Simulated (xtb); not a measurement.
Br2Hg, triplet, geometry from GFN2-xTB (such geometries of metal compounds can be far from the true shape) (a higher spin typed on purpose: for a closed-shell molecule this is an excited state); GFN0-xTB run with xtb.

xtb was given this input:
```
$ xtb mol.xyz --gfn 0 --uhf 2 --etemp 3000 --json

# file mol.xyz
3

Hg     0.93291155     0.23510093     0.18600654
Br    -1.24373165     1.56232255    -1.63638007
Br    -0.88863761    -2.09969611     1.21122227
```

Output, abridged:

```
   ID    Z sym.   atoms
    1   80 Hg     1
    2   35 Br     2, 3

           -------------------------------------------------
          |                Calculation Setup                |
           -------------------------------------------------

molecular fragmentation (1/2 indicates fragments):
112
# atoms in fragment 1/2:     2     1
 fragment masses (1/2) :      280.50       79.90
CMA distance (Bohr)    :   6.321
constraining FC (au)   :  0.0500

           -------------------------------------------------
          |                 G F N 0 - x T B                 |
           -------------------------------------------------

          ...................................................
          :                      SETUP                      :
          :.................................................:
          :  # basis functions                  24          :
          :  # atomic orbitals                  22          :
          :  # shells                            8          :
          :  # electrons                        16          :
          :  electronic temp.         3000.0000000     K    :
          :  accuracy                    1.0000000          :
          :  -> integral cutoff          0.2500000E+02      :
          :  -> integral neglect         0.1000000E-07      :
          ...................................................

         :::::::::::::::::::::::::::::::::::::::::::::::::::::
         ::                     SUMMARY                     ::
         :::::::::::::::::::::::::::::::::::::::::::::::::::::
         :: total energy              -8.189952397327 Eh    ::
         :: gradient norm              0.010789871709 Eh/a0 ::
         :: HOMO-LUMO gap              8.589113518995 eV    ::
         ::.................................................::
         :: H0 energy                 -8.164770153509 Eh    ::
         :: repulsion energy           0.000036266269 Eh    ::
         :: electrostat energy        -0.024568331203 Eh    ::
         :: -> Gsolv                   0.000000000000 Eh    ::
         ::    -> Gsasa                0.000000000000 Eh    ::
         ::    -> Gshift               0.000000000000 Eh    ::
         :: dispersion energy         -0.000650178885 Eh    ::
         :: short-range corr.          0.000000000000 Eh    ::
         :: add. restraining           0.000000000000 Eh    ::
         :: total charge               0.000000000000 e     ::
[...]
        11                         -0.0546532              -1.4872
        12                         -0.0533753              -1.4524
        13                         -0.0437875              -1.1915
        14                         -0.0435738              -1.1857
        15                         -0.0432160              -1.1760
        16                         -0.0429736              -1.1694
        17                         -0.0426451              -1.1604
        18                         -0.0411115              -1.1187
        19                         -0.0305680              -0.8318
        20                         -0.0126530              -0.3443
       ...                                ...                  ...
        22                          0.1308842               3.5615
      -------------------------------------------------------------
                  HL-Gap            0.3156441 Eh            8.5891 eV
             Fermi-level            0.0000000 Eh            0.0000 eV

     #   Z          covCN         q      C6AA      α(0)
     1  80 Hg       1.154     0.203   272.086    28.795
     2  35 Br       0.577    -0.101   180.671    21.669
     3  35 Br       0.577    -0.101   180.671    21.669

 Mol. C6AA /au·bohr⁶  :       1878.679025
 Mol. C8AA /au·bohr⁸  :     143426.479678
 Mol. α(0) /au        :         72.133459

Wiberg/Mayer (AO) data.
largest (>0.10) Wiberg bond orders for each atom

 ---------------------------------------------------------------------------
     #   Z sym  total        # sym  WBO       # sym  WBO       # sym  WBO
 ---------------------------------------------------------------------------
     1  80 Hg   0.735 --     2 Br   0.368     3 Br   0.368
     2  35 Br   0.436 --     1 Hg   0.368
     3  35 Br   0.436 --     1 Hg   0.368
 ---------------------------------------------------------------------------

Topologies differ in total number of bonds
Writing topology from bond orders to xtbtopo.mol

 dipole moment from electron density (au)
     X       Y       Z
   0.2582   0.0651   0.0515  total (Debye):    0.689

           -------------------------------------------------
          | TOTAL ENERGY               -8.189952397327 Eh   |
          | GRADIENT NORM               0.010789871709 Eh/α |
          | HOMO-LUMO GAP               8.589113518995 eV   |
           -------------------------------------------------

normal termination of xtb
```
